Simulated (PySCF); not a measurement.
**From computed data to an observable: oscillator strength and radiative lifetime**

C₂H₈FNOSi, SMILES C[Si@@](N)(O)CF.

Geometry optimised at r2SCAN-D4/def2-SVP. The structure was generated by enumeration; whether it is a known compound was not checked. Other conformers were not sampled.

PySCF with TDDFT-PBE/def2-SVPD puts the first singlet state with f over 0.02 at 5.66 eV (vertical), with the transition dipole (0.482, 0.265, -0.202) in atomic units.

Problem. Find the oscillator strength, the wavelength and the radiative lifetime that this transition would have in vacuum if emission retraced absorption.

Solution. 
|μ|² = 0.3434 au, so |μ| = 1.49 D. ΔE = 5.66/27.211 = 0.2080 hartree. f = (2/3) ΔE |μ|² = 0.048 (the program prints 0.048).
λ = 1239.84/5.66 = 219 nm; ν = 45651 cm⁻¹.
Einstein's coefficient A = 0.6670 ν² f s⁻¹ (ν in cm⁻¹) = 6.6e7 s⁻¹, so τ = 1/A = 15 ns. This state is S1. The figure is the radiative limit of this one transition; relaxation, internal conversion, crossing to triplets and a medium change what is measured.
